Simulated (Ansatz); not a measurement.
Isolated molecules relaxed with PBE0-D4/def2-TZVP in Ansatz; ΔE leaves out vibrations. CBS: MP2 limit from def2 TZ/QZ plus the TZ coupled-cluster correction, frozen cores. This one scheme is used for every species. Functionals use def2-TZVPP. B3LYP here is the variant with VWN-RPA as its local correlation; programs differ in this. HSE06 is defined as in plane-wave codes. For Br outer-core shells are correlated without core-valence functions, which leaves a few kJ/mol of doubt a bond. Scalar relativity is left out up to krypton.

Reaction (hydrogenolysis of the Si–Br bond): `Br[SiH]1[NH][AlH]1` + H₂ → `[NH]1[AlH][SiH2]1` + HBr

Task: Is it downhill or uphill in electronic energy at CCSD(T)/CBS, and by how much? (Best estimate.)

Result: Computed: Uphill: ΔE = +93.8 kJ/mol.

Task: What do these levels give: PBE-D4, HSE06-D4, PBE0, B3LYP, LC-ωPBE, HF/CBS(def2)? (Estimate.)

Result: The calculation gave: PBE-D4 94.5, HSE06-D4 92.9, PBE0 88.0, B3LYP 82.7, LC-ωPBE 83.6, HF/CBS(def2) 75.2 kJ/mol.

Largest T1 diagnostic among the species: 0.015.

The D4 term adds +8.6 kJ/mol with B3LYP and +4.6 kJ/mol with PBE0; it sums over pairs of atoms, weighted by their polarisabilities, and B3LYP, whose exchange is more repulsive, gets the larger term. In def2-TZVPP, CCSD(T) changes the Hartree–Fock value by +10.6 kJ/mol (the triples alone add +4.3 kJ/mol) and MP2 by +23.0 kJ/mol.
